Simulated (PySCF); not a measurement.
# Nuclear quadrupole coupling in (H2Al-mu-OH)3

(H2Al-mu-OH)3.
Geometry (PBE0-D3(BJ)/def2-SVP, Å), atoms numbered from 1 in this order:
```
atom  x, y, z in Å
Al1    1.790    0.824   -0.218
H2     3.054    0.121   -0.876
H3     1.833    2.234    0.511
O4     0.335    0.879   -1.385
Al5   -0.981   -0.436   -1.444
H6    -0.252   -1.833   -1.638
H7    -2.142    0.134   -2.375
O8    -1.647   -0.363    0.295
Al9   -0.584   -0.474    1.828
H10   -0.690   -1.906    2.509
H11   -0.758    0.897    2.611
O12    1.013   -0.481    0.867
H13    0.122    1.717   -1.811
H14   -2.550   -0.040    0.384
H15    1.424   -1.352    0.786
```

Field gradients from the PBE0/pcSseg-1 (pcSseg-2 on Al) density (PySCF, non-relativistic), principal values in atomic units, ordered |Vxx| ≤ |Vyy| ≤ |Vzz|:

| atom | Vxx | Vyy | Vzz |
| --- | --- | --- | --- |
| Al1 | 0.1151 | 0.6016 | -0.7167 |
| O4 | -0.1433 | -1.2087 | 1.3520 |
| Al5 | 0.1942 | 0.4970 | -0.6913 |
| O8 | -0.1299 | -1.2290 | 1.3589 |
| Al9 | 0.1181 | 0.5959 | -0.7140 |
| O12 | -0.1431 | -1.1463 | 1.2894 |

Question: Find the asymmetry η = (Vxx − Vyy)/Vzz and the couplings χ = eQV/h (234.96 MHz × Q in barn × V in au), with Q(27Al) = 0.1466 b, Q(17O) = −0.0256 b.

Answer: 
| atom | environment | nucleus | η | χzz (MHz) | χxx (MHz) | χyy (MHz) |
| --- | --- | --- | --- | --- | --- | --- |
| Al1 | aluminium bonded to 2 O and 2 H | 27Al | 0.68 | -24.69 | 3.97 | 20.72 |
| O4 | oxygen bonded to 2 Al and H | 17O | 0.79 | -8.13 | 0.86 | 7.27 |
| Al5 | aluminium bonded to 2 O and 2 H | 27Al | 0.44 | -23.81 | 6.69 | 17.12 |
| O8 | oxygen bonded to 2 Al and H | 17O | 0.81 | -8.17 | 0.78 | 7.39 |
| Al9 | aluminium bonded to 2 O and 2 H | 27Al | 0.67 | -24.59 | 4.07 | 20.53 |
| O12 | oxygen bonded to 2 Al and H | 17O | 0.78 | -7.76 | 0.86 | 6.90 |

The tensor is traceless: Vxx + Vyy + Vzz = 0.

Question: What is Vzz at O4 in SI units (1 au = 9.71736 × 10²¹ V/m²)?

Answer: 1.3520 au = 13.138 × 10²¹ V/m².

Question: What couplings would deuterons (Q(2H) = 0.00286 b) have in place of the hydrogens, at this geometry?

Answer: 
```tsv
atom	bonded to	bond length (Å)	Vzz (au)	η	χzz (kHz)
H2	Al1	1.589	0.1016	0.04	68
H3	Al1	1.588	0.1021	0.03	69
H6	Al5	1.588	0.1031	0.03	69
H7	Al5	1.594	0.0995	0.03	67
H10	Al9	1.590	0.1014	0.04	68
H11	Al9	1.588	0.1022	0.03	69
H13	O4	0.964	0.4691	0.09	315
H14	O8	0.964	0.4690	0.09	315
H15	O12	0.966	0.4578	0.09	308
```

Isolated species at its PBE0-D3(BJ)/def2-SVP geometry (one conformer only). A larger basis could move these couplings by a tenth or more.

These values come from a run that also computed NMR shieldings. Time: 55 s of wall time (with the writing of density and orbital grids); peak memory 1.1 GiB. Hardware: one thread of an Intel Xeon Platinum 8259CL at 2.50 GHz, no GPU, shared host.
